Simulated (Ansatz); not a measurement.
The same path of a periodic cell of 17 atoms, TiSi₁₆ (host Si, host structure diamond, interstitial Ti) was run twice with different band settings. Lost on the way: Si1–Ti17, Si6–Ti17, Si10–Ti17, Si15–Ti17. Made: Si3–Ti17, Si8–Ti17, Si12–Ti17, Si13–Ti17.

These are results of DFT LDA, scalar-relativistic, plane waves, PAW (Ansatz), not measurements. Settings: PAW set soft_1, cutoff 420 eV, k mesh 2x2x2, fermi-dirac smearing 0.02 eV, no spin polarisation.

Relaxed end points:

```xyz
17
Lattice="0.0000 5.4300 5.4300 5.4300 0.0000 5.4300 5.4300 5.4300 0.0000" Properties=species:S:1:pos:R:3
Si 0.033 0.028 0.074
Si 1.409 1.404 1.384
Si 2.744 2.739 0.031
Si 4.085 4.080 1.372
Si 2.725 0.042 2.764
Si 4.068 1.437 4.160
Si 5.464 2.782 2.750
Si 6.839 4.091 4.126
Si 0.047 2.720 2.764
Si 1.443 4.063 4.160
Si 2.787 5.459 2.750
Si 4.097 6.834 4.126
Si 2.770 2.765 5.486
Si 4.084 4.079 6.801
Si 5.477 5.472 5.441
Si 6.873 6.868 6.784
Ti 5.479 5.475 8.196
```

```xyz
17
Lattice="0.0000 5.4300 5.4300 5.4300 0.0000 5.4300 5.4300 5.4300 0.0000" Properties=species:S:1:pos:R:3
Si -0.036 -0.033 0.031
Si 1.301 1.304 1.378
Si 2.678 2.680 0.068
Si 4.054 4.058 1.370
Si 2.668 -0.009 2.757
Si 4.047 1.304 4.124
Si 5.356 2.681 2.747
Si 6.701 4.076 4.153
Si -0.012 2.670 2.758
Si 1.301 4.050 4.124
Si 2.679 5.359 2.748
Si 4.074 6.703 4.154
Si 2.669 2.671 5.437
Si 4.064 4.067 6.791
Si 5.381 5.382 5.477
Si 6.702 6.706 6.782
Ti 8.099 8.101 8.188
```

Common settings: spring 5.0 eV/Å²; optimiser quadratic models (default); force threshold 0.05 eV/Å; end points relaxed.

| run | movable images | climbing image | start path | iteration limit |
| --- | --- | --- | --- | --- |
| 1 | 5 | yes | IDPP | 40 |
| 2 | 4 | no | default | 39 |

Problem. What does each run give, and how far can it be trusted?

Solution. Run 1: converged after 21 iterations, highest image 1.737 eV above the first end. The profile has 2 maxima (images 1, 4) with wells between them (image 3): this band takes more than one step, which may be the mechanism or a detour left from its start path. Neighbouring images differ by up to 1.7 eV, so the band resolves the path poorly. By the program's own check the climbing image is a first-order saddle point (lowest curvatures found: -4.52 and 0.21 eV/Å²).
Run 2: converged after 13 iterations, highest image 1.388 eV above the first end. The profile has 2 maxima (images 1, 4) with wells between them (image 2): this band takes more than one step, which may be the mechanism or a detour left from its start path. Neighbouring images differ by up to 1.4 eV, so the band resolves the path poorly. No image climbed, so the highest image needn't sit at the top of the path.
Limits of this set-up: coarse k mesh, PAW files made for another functional, a small cell, in which the defect meets its images.
